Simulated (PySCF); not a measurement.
An unknown is described by computed data only.

Formula: CH8FN3Si.

* UV, strongest line: among the 6 lowest singlet transitions: S4 at 7.12 eV (174 nm, f = 0.058) [TDDFT PBE0/def2-SVPD]
* Rotational structure: rotational constants A, B, C: 3.561, 2.146, 1.990 GHz [GFN2-xTB]
* Dipole: 2.43 D [PBE0/def2-SVPD]
* UV, first state: lowest singlet excitation: 6.08 eV (204 nm, f = 0.008) [TDDFT PBE0/def2-SVPD]
* 13C NMR: chemical shifts (computed TMS as zero) by class: 30.3 (1 C) ppm [GIAO PBE0/pcSseg-1]
* NMR, other nuclei: isotropic shieldings of nuclei other than C and H, by class: 230 (1 N), 247 (2 N), 336 (1 F), 388 (1 Si) ppm [GIAO PBE0/pcSseg-1]

Electronic properties: PySCF, gas phase, density fitting. Levels stand in brackets. NMR shifts are as computed; neighbouring signals can stand in another order in a measured spectrum. The structure is a single GFN2-xTB conformer in the gas phase; no vibrational or solvent corrections. Each NMR value is the plain mean over a class of atoms that symmetry, rotation or inversion makes alike.

Q: Give a SMILES that accounts for the data.

A: Numbering: `[CH3:1][NH:2][Si:3]([NH2:4])([NH2:5])[F:6]`. Its formula, CH8FN3Si, gives 0 degrees of unsaturation, so no ring and no π bond. The one carbon: N-methyl carbon [C1] (30.3 ppm). The other shieldings belong to: 230 ppm, silicon-bound nitrogen [N2]; 247 ppm, silicon-bound nitrogen [N4/N5]; 336 ppm, silicon-bound fluorine [F6]; 388 ppm, fluorine-bound silicon [Si3]. The optimised geometry has point group C1 and is an asymmetric top. Structure: `CN[Si](N)(N)F`. The assignments are read from this structure; whether some other isomer fits the data as well wasn't checked.

The values belong to the conformer `[CH3:1][NH:2][Si:3]([NH2:4])([NH2:5])[F:6]`: C1–N2–Si3–N4 46°, H–N4–Si3–N2 -91°, H–N4–Si3–N2 49°, H–N5–Si3–N2 -60°, H–N5–Si3–N2 165°.
